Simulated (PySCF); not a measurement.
Excitation energy of In by level of theory

In [Kr] 4d10 5s2 5p1 (2P) → In [Kr] 4d10 5s2 6s1 (2S), as a difference of total energies. All numbers are calculated (PySCF 2.14, scalar relativity through the core potential, in aug-cc-pwCVTZ-PP with ECP28MDF (8s7p6d4f1g, 96 functions)). Correlated levels: valence: 4s2 4p6 4d10 frozen. The calculations carry no spin-orbit coupling.

```json
{"method": "UHF", "excitation energy (eV)": "2.710"}
{"method": "MP2 (valence)", "excitation energy (eV)": "2.765"}
{"method": "SCS-MP2 (valence)", "excitation energy (eV)": "2.769"}
{"method": "CCSD (valence)", "excitation energy (eV)": "2.799"}
{"method": "CCSD(T) (valence)", "excitation energy (eV)": "2.803"}
```

Question: How much does correlation contribute at CCSD(T) (valence)?

Answer: 2.803 − (2.710) = 0.093 eV, measured against UHF.

Errors of the correlated levels include the incompleteness of this basis and the frozen core.

For comparison: 2.839 eV (measured; NIST levels, between the centres of gravity of the two terms).
